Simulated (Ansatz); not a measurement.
Input for Ansatz (an electronic-structure program): U-PBE0/def2-TZVPP on Cl (SMILES [Cl]).

Ansatz 0.2 input:
```yaml
crystal:
  periodic: [false, false, false]
  atoms:
    - {symbol: Cl, position_ang: [0.00000000, 0.00000000, 0.00000000]}
basis:
  gaussian:
    orbitals: def2-TZVPP
hamiltonian:
  xc: {name: PBE0}
magnetization: {spin_polarized: true, initial_magnetization: 1}
```

Output:

```
WARN ansatz: RAYON_NUM_THREADS=4 ignored (pool sized by the plan → 4); use --threads N
Functional definition: PBE0
integrals: 0.00 GiB planned
325 factors; their error is unknown
mean field: 0.14 GiB planned
mean field evaluation 1: about -12517.0198 eV, gradient 4.9e0 eV
mean field evaluation 2: about -12517.1260 eV, gradient 1.4e0 eV
mean field evaluation 4: about -12517.1341 eV, gradient 8.0e-2 eV
mean field evaluation 8: about -12517.1677 eV, gradient 1.9e-3 eV
mean field -12517.16770235 eV, -459.9974286205 hartree, gradient 1.2e-5 eV, S^2 0.754020; 0 other end points of the search recorded, 0 dependent functions left out
reference -12517.16771797 eV, -459.9974291945 hartree; 9, 8 occupied and 33, 34 virtual orbitals, 325 factors
Total energy: -12517.16771797 eV, -459.9974291945 hartree
```

The calculation finished and met its thresholds.

Cost: very roughly 0.6 core-seconds.
